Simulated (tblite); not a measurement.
Species: C11H9N.
Bonds: C1–C2 (aromatic), C2–C3 (aromatic), C3–C4 (aromatic), C4–C5, C5–C6 (aromatic), C6–C7 (aromatic), C7–N8 (aromatic), N8–C9 (aromatic), C9–C10 (aromatic), C4–C11 (aromatic), C11–C12 (aromatic), C1–C12 (aromatic), C5–C10 (aromatic). Hydrogens: H13 on C1; H14 on C2; H15 on C3; H16 on C6; H17 on C7; H18 on C9; H19 on C10; H20 on C11; H21 on C12.

Computed with GFN2-xTB (tblite), gas phase: L-BFGS steps from a force-field or distance-geometry start until the largest atomic force falls under 0.01 eV/Å.

Step 0: E = -844.3554 eV
```
atom  x, y, z in Å  |  force x, y, z in eV/Å
C1      3.2773    0.0136   -0.3738   -0.491   0.481   0.199
C2      2.6470    1.1583    0.1521    0.966  -0.842  -0.296
C3      1.2921    1.1662    0.3315   -0.909   0.997   0.242
C4      0.5305    0.0631   -0.0465   -0.285  -0.398   0.092
C5     -0.9276    0.0177    0.1189    0.035  -0.324   0.023
C6     -1.6006   -1.1746    0.3736    0.065  -0.699   0.152
C7     -2.9818   -1.1983    0.5048    0.191   0.859  -0.089
N8     -3.7108   -0.0762    0.3900   -0.155  -0.460   0.023
C9     -3.0864    1.0740    0.1324   -0.459  -0.646   0.180
C10    -1.7254    1.1389   -0.0015    0.856   1.392  -0.243
C11     1.1606   -1.0608   -0.5669    0.421  -0.176  -0.080
C12     2.5368   -1.0988   -0.7389   -0.284   0.710   0.294
H13     4.3417    0.0501   -0.4767    0.343  -0.178  -0.125
H14     3.2954    1.9818    0.4225   -0.297   0.074   0.047
H15     0.7778    2.0647    0.7502    0.526  -0.851  -0.321
H16    -1.0646   -2.1162    0.4993   -0.052   0.338  -0.023
H17    -3.4362   -2.1775    0.7202   -0.270   0.879  -0.140
H18    -3.6526    2.0058    0.0231   -0.172  -0.682   0.138
H19    -1.2642    2.1150   -0.2079   -0.178  -0.458   0.037
H20     0.6122   -1.9450   -0.8551   -0.211   0.149  -0.022
H21     2.9699   -1.9849   -1.1519    0.359  -0.166  -0.089
```

Step 1: E = -844.4445 eV
```
atom  x, y, z in Å  |  force x, y, z in eV/Å
C1      3.2703    0.0204   -0.3709    0.479   0.072  -0.051
C2      2.6608    1.1462    0.1479   -0.547   0.152   0.239
C3      1.2791    1.1805    0.3349    0.298  -0.456  -0.425
C4      0.5264    0.0574   -0.0452    0.092   0.179   0.243
C5     -0.9271    0.0131    0.1193   -0.265   0.065  -0.021
C6     -1.5996   -1.1846    0.3758   -0.004   0.119   0.015
C7     -2.9790   -1.1861    0.5035    0.209   0.024   0.036
N8     -3.7130   -0.0828    0.3904   -0.204  -0.022  -0.034
C9     -3.0930    1.0647    0.1350    0.434  -0.200   0.021
C10    -1.7132    1.1588   -0.0049   -0.242  -0.335   0.140
C11     1.1667   -1.0633   -0.5681   -0.002  -0.073   0.018
C12     2.5327   -1.0886   -0.7347    0.049  -0.147  -0.091
H13     4.3466    0.0475   -0.4785   -0.018  -0.185  -0.088
H14     3.2912    1.9829    0.4231   -0.221   0.024   0.022
H15     0.7854    2.0526    0.7457    0.142  -0.141  -0.003
H16    -1.0654   -2.1113    0.4990    0.099  -0.025   0.030
H17    -3.4400   -2.1649    0.7182   -0.244   0.856  -0.135
H18    -3.6551    1.9961    0.0251   -0.249  -0.610   0.132
H19    -1.2667    2.1084   -0.2073    0.166   0.305  -0.122
H20     0.6092   -1.9429   -0.8554   -0.142   0.132  -0.028
H21     2.9750   -1.9873   -1.1531    0.171   0.265   0.102
```

**Question.** Estimate the geometry and energy of step 2. (The exact step hangs on the optimiser's Hessian estimate; all steps are aligned on step 1, rigid shifts and turns removed.)

**Answer.** E = -844.4791 eV, largest force 0.696 eV/Å
```
atom  x, y, z in Å  |  force x, y, z in eV/Å
C1      3.2751    0.0228   -0.3710    0.134  -0.024  -0.037
C2      2.6565    1.1457    0.1502   -0.138   0.074   0.118
C3      1.2803    1.1775    0.3301    0.120  -0.310  -0.273
C4      0.5267    0.0585   -0.0417   -0.010  -0.086   0.091
C5     -0.9305    0.0130    0.1191   -0.017   0.055  -0.010
C6     -1.5995   -1.1851    0.3764    0.068   0.150   0.003
C7     -2.9757   -1.1832    0.5037    0.034   0.055   0.028
N8     -3.7162   -0.0844    0.3900   -0.011   0.025  -0.046
C9     -3.0887    1.0602    0.1358    0.123  -0.114   0.027
C10    -1.7138    1.1586   -0.0038   -0.089  -0.211   0.091
C11     1.1679   -1.0648   -0.5681   -0.089   0.067   0.084
C12     2.5325   -1.0884   -0.7350    0.181  -0.001  -0.042
H13     4.3473    0.0446   -0.4800    0.086  -0.148  -0.084
H14     3.2874    1.9834    0.4236   -0.241   0.024   0.030
H15     0.7888    2.0482    0.7447    0.114  -0.103   0.001
H16    -1.0642   -2.1107    0.4993    0.097  -0.040   0.035
H17    -3.4440   -2.1511    0.7160   -0.277   0.632  -0.090
H18    -3.6588    1.9861    0.0272   -0.223  -0.549   0.119
H19    -1.2651    2.1110   -0.2088    0.099   0.183  -0.088
H20     0.6067   -1.9407   -0.8559   -0.133   0.098  -0.035
H21     2.9783   -1.9843   -1.1521    0.171   0.220   0.077
```

The energy changes by -0.0346 eV. The first-order estimate −F·Δx gives -0.0422 eV and the mean of the old and new forces, exact on a quadratic surface, -0.0346 eV. The step makes an angle of 26° with the force vector and moves no atom by more than 0.015 Å.

The cost below is that of the whole relaxation. Time: 0.46 s wall. Hardware: one thread of an Arm Neoverse V2, shared host with 32 logical CPUs at a one-minute load of 13.
